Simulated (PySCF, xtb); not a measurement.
C2H4N2OSi, SMILES O[SiH]1N=CC=N1. One conformer was computed; it need not be the lowest.

Harmonic wavenumbers (cm⁻¹) from GFN2-xTB (xtb) at its own minimum, in rising order: 139, 158, 264, 378, 419, 510, 543, 630, 656, 762, 800, 839, 879, 918, 922, 956, 1207, 1231, 1630, 1667, 2469, 3026, 3034, 3649.

### Question
What does B3LYP-D3(BJ)/def2-SVP (PySCF) give at its own minimum? (The exact figures need the calculation; the answer reports its results.)

### Answer
155, 172, 300, 423, 474, 533, 636, 720, 751, 766, 848, 869, 895, 915, 956, 1018, 1312, 1329, 1641, 1699, 2313, 3058, 3072, 3877. Paired by order, the mean absolute difference is 57 cm⁻¹ and the zero-point energies are 39.6 and 41.1 kcal/mol.
